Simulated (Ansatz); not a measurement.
GeCl2(NHtBu)2 (C8H20Cl2GeN2), relaxed as a singlet with RKS PBE-D4/def2-SVP in Ansatz, starting from the GFN2-xTB geometry. Force threshold 0.03 eV/Å.

Start:

Cartesian coordinates in Å:
```
Ge 0.3197 0.6388 -0.3532
Cl -0.3869 2.5076 0.4208
Cl 1.7630 1.1381 -1.8578
N -1.0179 -0.4498 -0.9758
C -2.1673 -0.1156 -1.8209
C -1.7465 0.6217 -3.0956
C -2.8495 -1.4369 -2.1924
C -3.1390 0.7465 -1.0165
H -0.5830 -1.2954 -1.3281
H -2.6089 0.8129 -3.7291
H -1.2845 1.5733 -2.8367
H -1.0241 0.0297 -3.6548
H -2.1897 -2.0517 -2.8017
H -3.7581 -1.2456 -2.7567
H -3.1080 -1.9892 -1.2922
H -2.6931 1.7102 -0.7903
H -3.3861 0.2500 -0.0817
H -4.0519 0.9108 -1.5829
N 1.1200 -0.4531 0.8619
C 2.1063 -0.1525 1.8972
C 1.4267 0.3927 3.1583
C 2.8332 -1.4621 2.2266
C 3.1070 0.8673 1.3662
H 0.4580 -1.1346 1.2118
H 2.1646 0.5989 3.9294
H 0.8961 1.3141 2.9263
H 0.7117 -0.3307 3.5465
H 2.1370 -2.1943 2.6301
H 3.6144 -1.2861 2.9611
H 3.2822 -1.8723 1.3260
H 2.6044 1.8075 1.1457
H 3.5674 0.4965 0.4544
H 3.8826 1.0532 2.1041
```

```json
{"step": "1", "energy (eV)": "-93112.7166", "largest force component (eV/Å)": "0.948", "SCF passes": "22"}
{"step": "2", "energy (eV)": "-93112.9307", "largest force component (eV/Å)": "0.237", "SCF passes": "19"}
{"step": "3", "energy (eV)": "-93112.9528", "largest force component (eV/Å)": "0.073", "SCF passes": "19"}
{"step": "4", "energy (eV)": "-93112.9557", "largest force component (eV/Å)": "0.055", "SCF passes": "20"}
{"step": "5", "energy (eV)": "-93112.9575", "largest force component (eV/Å)": "0.033", "SCF passes": "20"}
{"step": "6", "energy (eV)": "-93112.9599", "largest force component (eV/Å)": "0.032", "SCF passes": "19"}
{"step": "7", "energy (eV)": "-93112.9620", "largest force component (eV/Å)": "0.060", "SCF passes": "19"}
{"step": "8", "energy (eV)": "-93112.9623", "largest force component (eV/Å)": "0.135", "SCF passes": "19"}
{"step": "9", "energy (eV)": "-93112.9654", "largest force component (eV/Å)": "0.083", "SCF passes": "19"}
{"step": "10", "energy (eV)": "-93112.9669", "largest force component (eV/Å)": "0.034", "SCF passes": "19"}
{"step": "11", "energy (eV)": "-93112.9688", "largest force component (eV/Å)": "0.026", "SCF passes": "19"}
{"step": "12", "energy (eV)": "-93112.9694", "largest force component (eV/Å)": "0.040", "SCF passes": "19"}
{"step": "13", "energy (eV)": "-93112.9698", "largest force component (eV/Å)": "0.024", "SCF passes": "20"}
```

Force components are those of the run's own axes.

End:

```xyz
33

Ge    0.404    0.400   -0.455
Cl   -0.216    2.435    0.110
Cl    1.896    0.722   -2.030
N    -1.018   -0.616   -1.019
C    -2.186   -0.128   -1.801
C    -1.775    0.830   -2.938
C    -2.859   -1.378   -2.395
C    -3.166    0.571   -0.841
H    -0.625   -1.459   -1.459
H    -2.654    1.128   -3.547
H    -1.321    1.756   -2.530
H    -1.032    0.352   -3.609
H    -2.180   -1.894   -3.110
H    -3.779   -1.102   -2.947
H    -3.134   -2.094   -1.594
H    -2.699    1.458   -0.370
H    -3.476   -0.125   -0.035
H    -4.071    0.909   -1.385
N     1.132   -0.582    0.892
C     2.116   -0.147    1.907
C     1.400    0.548    3.083
C     2.843   -1.411    2.403
C     3.130    0.817    1.272
H     0.389   -1.158    1.307
H     2.119    0.858    3.869
H     0.857    1.448    2.730
H     0.662   -0.136    3.553
H     2.122   -2.134    2.842
H     3.587   -1.161    3.186
H     3.363   -1.913    1.564
H     2.641    1.756    0.939
H     3.627    0.357    0.396
H     3.905    1.092    2.015
```

By distances, no bond broke or formed. The bond that changes most is Ge1–Cl2, from 2.14 to 2.20 Å (atoms count from 1).

The force fell under the threshold at step 11, but the optimiser went on. No frequencies were taken in this run, so the end may be a saddle point.

It took 87 s on 4 threads of Arm Neoverse V2 on a shared host, peak host memory 0.74 GiB.
